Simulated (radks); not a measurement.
Results of a calculation; reference values are marked as such.
Question: Ir LVIII, configuration [Ar] 3d2. Code: a radial shooting solver on a logarithmic mesh with Libxc functionals. Model: Dirac Kohn-Sham, LB94 model potential, spin-unpolarised, spherical densities, finite nucleus; open shells fill j = l - 1/2 first; Fermi nuclear charge, rms radius 5.4032 fm. Some entries of the table are withheld. Estimate them.

orbital,occ.,eigenvalue (hartree),<r^2> (bohr^2),<1/r> (bohr^-1)
1s1/2,2,(1),0.0004185,92.23
2s1/2,2,-637.9947,(2),22.75
2p1/2,2,-619.0193,(3),22.70
2p3/2,4,-558.0047,(4),18.75
3s1/2,2,-244.7372,0.03690,8.868
3p1/2,2,(5),(6),8.811
3p3/2,4,(7),(8),7.748
3d3/2,2,-211.0385,0.02810,(9)
3d5/2,0,-207.4960,0.02943,(10)

Answer: 
(1) 1s1/2 eigenvalue (hartree): -2952.398
(2) 2s1/2 <r^2> (bohr^2): 0.006242
(3) 2p1/2 <r^2> (bohr^2): 0.004425
(4) 2p3/2 <r^2> (bohr^2): 0.005571
(5) 3p1/2 eigenvalue (hartree): -237.2254
(6) 3p1/2 <r^2> (bohr^2): 0.03314
(7) 3p3/2 eigenvalue (hartree): -221.8858
(8) 3p3/2 <r^2> (bohr^2): 0.03816
(9) 3d3/2 <1/r> (bohr^-1): 7.647
(10) 3d5/2 <1/r> (bohr^-1): 7.401
